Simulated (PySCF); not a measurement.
**Dipole response of F²⁺ (fluorine, charge +2)**

[He] 2s2 2p3, high-spin 4S determinant. Calculation: PySCF 2.14, in dyall-av3z (15s9p3d2f, 71 functions); no relativity, point nucleus. Coupled (time-dependent) response in atomic units; α is the mean over directions.

| method | mean α (bohr³) | C₆ (like pair) | S(−4) |
| --- | --- | --- | --- |
| UHF | 1.273 | 1.560 | 1.568 |
| PBE | 1.252 | 1.594 | 1.275 |
| PBE0 | 1.246 | 1.570 | 1.303 |
| MN15 | 1.251 | 1.540 | 1.442 |
| revPBE | 1.254 | 1.598 | 1.278 |

S(−4) is the Cauchy moment in α(ω) = α(0) + S(−4) ω² + …

α(iu) at MN15:

| u (hartree) | α(iu) (bohr³) |
| --- | --- |
| 0 | 1.251 |
| 0.0500 | 1.247 |
| 0.100 | 1.236 |
| 0.200 | 1.197 |
| 0.300 | 1.141 |
| 0.500 | 1.011 |
| 0.750 | 0.8601 |
| 1.00 | 0.7371 |
| 1.50 | 0.5556 |
| 2.00 | 0.4296 |
| 3.00 | 0.2732 |
| 5.00 | 0.1343 |

A single London oscillator, α(iu) = α/(1 + u²/ω²), gives C₆ = (3/4) ω α². Matching the computed C₆ needs ω = 4 × 1.540 / (3 × 1.251²) = 1.31 hartree.

For an ion, C₆ is the dispersion term alone; charge-induced terms of lower order in 1/R come first.
